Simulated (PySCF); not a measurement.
## Molecular orbitals of SnS

PW91 at R = 2.226 Å; Sn def2-SVP with ECP28, S def2-SVP; scalar-relativistic core potentials (PySCF 2.14). State: ¹Σ⁺ (singlet), closed shell. Only the outer orbitals are listed, counted within each symmetry, core potentials removing the inner ones.

```json
{"orbital": "7σ", "occ.": "2", "ε (eV)": "-16.48", "on Sn (%)": "18", "main shells (%)": "80 S s, 12 Sn s"}
{"orbital": "8σ", "occ.": "2", "ε (eV)": "-10.75", "on Sn (%)": "72", "main shells (%)": "72 Sn s, 14 S p, 13 S s"}
{"orbital": "9σ", "occ.": "2", "ε (eV)": "-6.39", "on Sn (%)": "47", "main shells (%)": "52 S p, 33 Sn p, 13 Sn s"}
{"orbital": "4π", "occ.": "2", "ε (eV)": "-6.27", "on Sn (%)": "25", "main shells (%)": "74 S p, 24 Sn p"}
{"orbital": "4π", "occ.": "2", "ε (eV)": "-6.27", "on Sn (%)": "25", "main shells (%)": "74 S p, 24 Sn p"}
{"orbital": "5π", "occ.": "0", "ε (eV)": "-3.09", "on Sn (%)": "77", "main shells (%)": "76 Sn p, 23 S p"}
{"orbital": "5π", "occ.": "0", "ε (eV)": "-3.09", "on Sn (%)": "77", "main shells (%)": "76 Sn p, 23 S p"}
{"orbital": "10σ", "occ.": "0", "ε (eV)": "0.04", "on Sn (%)": "89", "main shells (%)": "79 Sn p, 18 S p"}
```

Problem. Which are the highest filled and the lowest empty level, where do they sit, and how wide is the gap?

Solution. Highest filled 4π at -6.27 eV (in %: 74 S p, 24 Sn p); lowest empty 5π at -3.09 eV (in %: 76 Sn p, 23 S p); the gap at PW91 is 3.18 eV.

| Property | Result |
| --- | --- |
| bond order (Mayer) | 2.41 |
| ⟨S²⟩ | 0.000 |
| charge on Sn (Mulliken, basis-dependent) | 0.27 |
| charge on Sn (Löwdin, basis-dependent) | 0.10 |
| dipole moment (positive dipole means Sn(−)S(+)) | -2.76 D |

Spin–orbit coupling is left out.
